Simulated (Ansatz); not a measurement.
One change: `C[Si](F)(F)[SiH3]` becomes `CCO[Si](C)(F)F`.

Ansatz, PBE0-D4/def2-TZVP geometries, multiplicity 1. Each molecule was computed in one conformer, which needn't be the lowest.

```
                                          property  `C[Si](F)(F)[SiH3]`
  size of the dipole moment (B3LYP/def2-TZVPP) / D                 2.00
size of the dipole moment (ωB97M-V/def2-TZVPP) / D                 1.98
               HOMO energy (B3LYP/def2-TZVPP) / eV                -8.09
    size of the dipole moment (PBE/def2-TZVPP) / D                 1.92
             LUMO energy (ωB97M-V/def2-TZVPP) / eV                 1.72
                HOMO energy (PBE0/def2-TZVPP) / eV                -8.29
```

(1) Give the same properties after the change, and the shifts. (Best estimate.)

## Answers

(1) Ansatz gave: 
```tsv
property	`CCO[Si](C)(F)F`	shift
size of the dipole moment (B3LYP/def2-TZVPP) / D	1.40	-0.60
size of the dipole moment (ωB97M-V/def2-TZVPP) / D	1.38	-0.60
HOMO energy (B3LYP/def2-TZVPP) / eV	-8.53	-0.44
size of the dipole moment (PBE/def2-TZVPP) / D	1.36	-0.56
LUMO energy (ωB97M-V/def2-TZVPP) / eV	2.54	0.82
HOMO energy (PBE0/def2-TZVPP) / eV	-8.78	-0.49
```

With PBE0 the HOMO falls by 0.49 eV and the LUMO rises by 1.13 eV, so the gap widens by about 1.62 eV. PBE moves the HOMO by -0.12 eV and ωB97M-V by -0.85 eV. Dipoles are sizes alone; their direction can turn.

B3LYP here is the variant with VWN-RPA as its local correlation; programs differ in this.
